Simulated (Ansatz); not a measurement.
Stretching the B1–H2 bond in BF2H (SMILES FBF) (multiplicity 1 held, fragments rigid). Energies count from the point at 1.187 Å.
Geometry at that point (charge 0, multiplicity 1):
```xyz
4

B     -0.235    -0.385     0.082
H     -0.844    -1.382     0.294
F      0.899    -0.139     0.705
F     -0.675     0.506    -0.783
```

R- and RO- levels are restricted; in cc, def2 and unpolarised 6-31G sets they are followed outwards from rest. U- levels take the lowest unrestricted solution at each point, which mixes spins at long bonds. Active spaces are followed from a long bond inwards. Levels need not reach the same state.

Cores are frozen in the correlated methods.

Run with Ansatz (a quantum-chemistry and plane-wave program). Values without a source in brackets are computed.

Energies in kcal/mol.

```
R (Å)  R-HF/cc-pVDZ  U-MP2/cc-pVDZ  U-CCSD/cc-pVDZ  R-CCSD(T)/cc-pVDZ  R-CCSDT(Q)/cc-pVDZ  FIC-MRCISD+Q on CASSCF(2,2)/cc-pVDZ
-----  ------------  -------------  --------------  -----------------  ------------------  -----------------------------------
0.949          27.4           28.4            28.6               28.8                28.8                                 28.7
1.068           5.6            6.2             6.3                6.4                 6.4                                  6.4
1.187           0.0            0.0             0.0                0.0                 0.0                                  0.0
1.305           3.7            3.0             2.8                2.7                 2.7                                  2.7
1.424          12.6           11.1            10.6               10.4                10.3                                 10.4
1.602          30.6           27.8            26.7               26.3                26.2                                 26.4
1.780          50.5           46.1            44.1               43.3                43.2                                 43.5
2.077          82.5           82.3            70.8               68.7                68.5                                 68.8
2.374         110.6           98.1            91.2               87.3                87.0                                 87.4
2.730         138.7          104.8           105.0              100.3               100.4                                100.8
3.204         167.6          107.4           110.4              106.2               108.1                                108.5
3.798         193.3          108.2           111.5              105.4               110.6                                111.1
```

Doubts at one or more of the structures used: a restricted determinant that unrestricted orbitals would lower (R-HF/cc-pVDZ, R-CCSD(T)/cc-pVDZ, R-CCSDT(Q)/cc-pVDZ); a spin-contaminated determinant (U-MP2/cc-pVDZ, U-CCSD/cc-pVDZ); T1 above 0.05 (U-CCSD/cc-pVDZ); other coupled-cluster roots lie near (R-CCSD(T)/cc-pVDZ, R-CCSDT(Q)/cc-pVDZ).
